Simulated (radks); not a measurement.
Results of a calculation; reference values are marked as such.
The neon ion Ne+ inside a hard spherical wall (all orbitals vanish at R), configuration held at [He] 2s2 2p5 and not refilled when levels cross. Code: a radial shooting solver on a logarithmic mesh with Libxc functionals. Model: scalar-relativistic Kohn-Sham, PBE, spin-polarised, spherical densities, point nucleus; open shells are filled with parallel spins first. Eigenvalues in eV for spin up, with the zero of energy where the potential of the charges vanishes at infinity; a dash marks a level that is unbound or too diffuse for the functional's potential to be trusted. A positive occupied level is held by the wall or, in an anion where self-interaction has pushed it up, behind a barrier. The pressure on the wall is -dE/dV.

| R (bohr) | E (hartree) | kinetic (hartree) | e(1s) | e(2s) | e(2p) | e(3s, empty) | e(3p, empty) | pressure (GPa) |
|---|---|---|---|---|---|---|---|---|
| free | -128.20611 | 128.207 | -853.74 | -56.566 | -33.205 | - | - | 0 |
| 15 | -128.20611 | 128.207 | -853.74 | -56.566 | -33.205 | - | - | < 0.0001 |
| 10 | -128.20611 | 128.207 | -853.74 | -56.566 | -33.205 | - | - | < 0.0001 |
| 8 | -128.20611 | 128.207 | -853.74 | -56.566 | -33.205 | -6.921 | - | < 0.0001 |
| 6 | -128.20610 | 128.207 | -853.74 | -56.565 | -33.204 | -6.307 | -2.396 | 0.00168 |
| 5 | -128.20595 | 128.209 | -853.72 | -56.555 | -33.194 | -5.028 | -0.389 | 0.0424 |
| 3.5 | -128.19507 | 128.304 | -853.16 | -56.187 | -32.782 | 3.495 | 10.207 | 5.92 |
| 2.5 | -128.01981 | 129.351 | -848.27 | -53.096 | -29.231 | 31.640 | 39.321 | 200 |
